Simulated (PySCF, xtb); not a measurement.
YF3, SMILES [Y]([F])([F])[F].

GFN2-xTB run with xtb 6.7.1 at its own geometry gives an orbital gap of 2.51 eV and a dipole moment of 5.93 D.

Coordinates come from a B3LYP-D3(BJ)/def2-TZVP optimisation. The isomer is the one that the SMILES or the coordinates give; other isomers of the formula were not compared. The def2 effective core potentials stand for the cores of Y; spin–orbit coupling is left out.

What does PBE/def2-TZVPD run with PySCF give? (Estimate from the structure and the level; the computed values follow.)

gap 5.43 eV (levels -8.63 and -3.19 eV), dipole 0.00 D.
